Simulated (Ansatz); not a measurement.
Coupled-cluster diagnostics for SiTe₂⁻, Ansatz.

Geometry of the doublet (r2SCAN-D4/def2-TZVPD):

```xyz
3

Si    2.046   -0.589   -0.354
Te   -0.199    0.087   -0.891
Te   -1.847    0.502    1.245
```

In the def2 sets Te takes a core potential; there is no spin–orbit coupling. Correlated methods freeze 13 core orbitals; core or outer-core shells of Te are correlated, in sets that lack core-valence functions. Another isomer (doublet) lies 1.42 eV lower at PBE0-D4/def2-TZVPD; other spin states weren't run for this one.

Problem. Estimate the CCSD(T) correlation energy, the shares of MP2 and (T), T1 and the reference's ⟨S²⟩ for: charge -1, doublet, own geometry in def2-SVPD; and the rough time on 4 threads of Arm Neoverse V2 on a shared host.

Solution. 
```tsv
state	basis	correlation (eV)	MP2 share (%)	(T) share (%)	T1	⟨S²⟩ (pure)	wall time
charge -1, doublet, own geometry	def2-SVPD	-9.892	86.9	4.9	0.026	0.85 (0.75)	9.5 s
```
Customary marks for T1 are 0.02 (closed shells), 0.045 (open shells) and about 0.05 (3d metals). T1 exceeds 0.02 in 1 of 1 rows and 0.045 in 0; the higher it lies, the less the single-reference result can be trusted.
